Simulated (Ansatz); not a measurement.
`[F][GeH]([Cl])[GeH3]` + `[CH3][AlH][SH]` → `[CH3][AlH][S][GeH3]` + `[F][GeH2][Cl]`  (cleavage of the Ge–Ge bond)

Isolated molecules relaxed with PBE0-D4/def2-TZVP in Ansatz; ΔE leaves out vibrations. CCSD(T)/CBS adds triple-zeta CCSD(T) − MP2 to the extrapolated MP2 energy (def2 sets, frozen cores). This one scheme is used for every species. DFT in def2-TZVPP. HSE06 is defined as in plane-wave codes. For Ge outer-core shells are correlated without core-valence functions, which leaves a few kJ/mol of doubt a bond. Scalar relativity is left out up to krypton. Each species was taken in one conformer, which may not be the lowest.

```tsv
level	ΔE (kJ/mol)	difference from CCSD(T)/CBS
LDA (SPW92)	-6.0	10.4
B97M-V	-21.4	-5.0
r2SCANh-D4	-14.5	1.9
ωB97M-V	-15.1	1.3
B2PLYP	-13.1	3.3
PBE-QIDH	-19.1	-2.7
BLYP	-0.9	15.5
HSE06	-10.7	5.7
BHLYP	-13.6	2.8
CCSD(T)/def2-TZVPP	-17.6	-1.2
CCSD(T)/CBS	-16.4	0
```

Largest T1 diagnostic among the species: 0.012.

From PBE to PBE0 (25 % exact exchange), in def2-TZVPP and without D4, ΔE moves by −5.7 kJ/mol. Leaving LDA and LC-ωPBE aside and taking each functional with its dispersion term where it has one, the values, not all of them listed here, spread over 14.5 kJ/mol, from B97M-V to BLYP-D4.
